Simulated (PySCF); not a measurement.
(Z)-2-chloro-3-fluorobut-2-ene (C4H6ClF), SMILES C/C(F)=C(\C)Cl. Heavy atoms are numbered as in [CH3:1]/[C:2]([F:3])=[C:4](\[CH3:5])[Cl:6]. Hydrogens are named by the atom that carries them.

Geometry: PBE-D3(BJ)/def2-SVP.

Level of theory: KT2/pcSseg-1 in PySCF.

GIAO shieldings, no solvent; atoms alike by connectivity are averaged. δ = σ(ref) − σ: ¹³C against TMS (σ = 185.1 ppm); ¹⁹F against CFCl3 (σ = 127.1 ppm); ³⁵Cl against HCl (σ = 945.4 ppm); ¹H against TMS (σ = 31.47 ppm), references at their B3LYP-D3(BJ)/def2-TZVP geometries, non-relativistic (without spin–orbit terms, shifts of atoms bonded to Cl or Br come out too high).

| nucleus | atoms | count | δ (ppm) |
|---|---|---|---|
| ¹³C | C2 | 1 | 156.3 |
| ¹³C | C4 | 1 | 117.2 |
| ¹³C | C5 (CH3) | 1 | 26.5 |
| ¹³C | C1 (CH3) | 1 | 20.1 |
| ¹⁹F | F3 | 1 | -121.2 |
| ³⁵Cl | Cl6 | 1 | 216.1 |
| ¹H | H on C1 | 3 | 2.57 |
| ¹H | H on C5 | 3 | 2.53 |
